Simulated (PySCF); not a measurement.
**Löwdin shares of the frontier orbitals**

Species: C₇H₅FO₂.
Z-matrix (Å and degrees, PBE0-D3(BJ)/def2-SVP geometry), rows numbered from 1:
```
O 
C   1  1.1880
F   2  1.3445  1  120.18
C   2  1.4696  1  127.56  3   179.94
C   4  1.4026  2  122.40  1  -179.81
C   5  1.3851  4  120.45  2   179.89
C   6  1.4020  5  119.93  4     0.03
O   7  1.3410  6  117.76  5  -179.91
C   7  1.4026  6  119.84  5     0.05
C   9  1.3857  7  119.94  6    -0.07
H   5  1.0909  4  119.46  2    -0.03
H   6  1.0912  5  121.45  4  -179.94
H   8  0.9637  7  109.77  6  -179.88
H   9  1.0941  7  119.80  6   179.93
H  10  1.0919  4  118.69  2     0.09
```

Computed with TDDFT CAM-B3LYP/def2-SVPD, vertical, gas phase, core orbitals frozen in the response in PySCF.

Kohn–Sham orbitals with the atoms that hold most of them (Löwdin shares over 4%, at most four atoms; ? is withheld):

```
orbital  ε (eV)                             atoms
 HOMO-3  -11.73    O1 22%, O8 17%, C4 10%, C5 10%
 HOMO-2  -10.45     O1 68%, C2 10%, F3 10%, C4 6%
 HOMO-1   -9.35   C9 22%, C5 21%, C6 19%, C10 19%
   HOMO       ?                                 ?
   LUMO   -0.68                                 ?
 LUMO+1    0.14   C5 19%, C9 18%, C10 18%, C6 17%
 LUMO+2    0.74  O8 36%, H13 23%, H14 12%, C9 11%
```

Task: Give the leading atoms of the LUMO.

Result: C2 (bonded to C, F and O) 17%; O1 (bonded to C) 15%; C7 (bonded to 2 C and O) 14%; C4 (bonded to 3 C) 12%. By element: carbon 43% or more, oxygen 15% or more.

Task: Give the leading atoms of the HOMO.

Result: C4 (bonded to 3 C) 20%; O8 (bonded to C and H) 17%; C7 (bonded to 2 C and O) 16%; C6 (bonded to 2 C and H) 12%. By element: carbon 48% or more, oxygen 17% or more.

Task: What is the HOMO energy, and the HOMO–LUMO gap?

Result: ε(HOMO) = -8.52 eV; the gap is 7.84 eV (0.2881 hartree).

Task: The HOMO–LUMO gap is 7.84 eV. Where does the response calculation put the lowest singlet, and from which orbitals?

Result: S1 is at 5.08 eV (f = 0.0010), 2.75 eV below the gap, made of HOMO→LUMO+1 (54%), HOMO-1→LUMO (44%). Its leading pair isn't HOMO and LUMO; the energies of that pair differ by 8.66 eV. Without the coupling terms of the response equations the lowest excitation would equal the gap.

Task: One configuration dominates each of S2, S3 and S6. Which, and how do the shares of the two leading atoms of either orbital change from the occupied to the empty one?

Result: 
- S2 (5.23 eV, f 0.332), HOMO→LUMO (92%): C4 20% → 12%, O8 17% → at most 12%, C2 at most 12% → 17%, O1 at most 12% → 15%
- S3 (5.57 eV, f 0.0001), HOMO-2→LUMO (87%): O1 68% → 15%, C2 10% → 17%
- S6 (6.85 eV, f 0.562), HOMO-1→LUMO+1 (87%): C9 22% → 18%, C5 21% → 19%

One conformer stands for the species.
